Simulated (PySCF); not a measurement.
C2H5Se, SMILES [CH2][Se]C, multiplicity 2. Geometry optimised at PBE-D3(BJ)/def2-SVP. The isomer is the one that the SMILES or the coordinates give; other isomers of the formula were not compared.

Give the equilibrium geometry at PBE-D3(BJ)/def2-SVP (PySCF confirms it by a frequency run) as bond lengths and angles. (Estimate from the structure and the level; the computed values follow.)


Atoms: C1 Se2 C3 H4 H5 H6 H7 H8. Bonded distances (Å): C1–Se2 1.856, C1–H4 1.099, C1–H5 1.100, Se2–C3 1.960, C3–H6 1.106, C3–H7 1.106, C3–H8 1.106. Bond angles (°): Se2–C1–H4 116.7, Se2–C1–H5 120.1, H4–C1–H5 120.4, C1–Se2–C3 98.5, Se2–C3–H6 109.9, Se2–C3–H7 109.8, Se2–C3–H8 107.3, H6–C3–H7 110.4, H6–C3–H8 109.5, H7–C3–H8 109.8.
Charge 0, spin multiplicity 2.
